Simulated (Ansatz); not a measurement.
Reaction (isomerisation): `CSS[SiH3]` → `[SiH3]SCS`

Gas-phase electronic energies from Ansatz, PBE0-D4/def2-TZVP geometries. CCSD(T)/CBS adds triple-zeta CCSD(T) − MP2 to the extrapolated MP2 energy (def2 sets, frozen cores). Functionals use def2-TZVPP. B3LYP here is the variant with VWN-RPA as its local correlation; programs differ in this. HSE06 is defined as in plane-wave codes. Each species was taken in one conformer, which may not be the lowest.

Problem. Is it downhill or uphill in electronic energy at CCSD(T)/CBS, and by how much? (Best estimate.)

Solution. Computed: Uphill: ΔE = +6.4 kcal/mol.

Problem. What do these levels give: B3LYP-D4, r2SCAN0-D4, BHLYP-D4, B2PLYP, revPBE, BLYP, HSE06, BHLYP, LC-ωPBE, HF/def2-SVP, CCSD/def2-SVP, CCSD(T)/def2-SVP? (An estimate is asked.)

Solution. Ansatz gave: B3LYP-D4 7.4, r2SCAN0-D4 7.1, BHLYP-D4 6.9, B2PLYP 7.0, revPBE 8.4, BLYP 8.4, HSE06 7.4, BHLYP 7.2, LC-ωPBE 6.0, HF/def2-SVP 3.5, CCSD/def2-SVP 1.7, CCSD(T)/def2-SVP 1.7 kcal/mol.

Largest T1 diagnostic among the species: 0.012.

At CCSD(T), def2-SVP lies −4.7 kcal/mol from the extrapolated value and def2-TZVPP −1.0 kcal/mol. In def2-TZVPP, CCSD(T) changes the Hartree–Fock value by −1.1 kcal/mol (the triples alone add +0.1 kcal/mol) and MP2 by −1.0 kcal/mol.
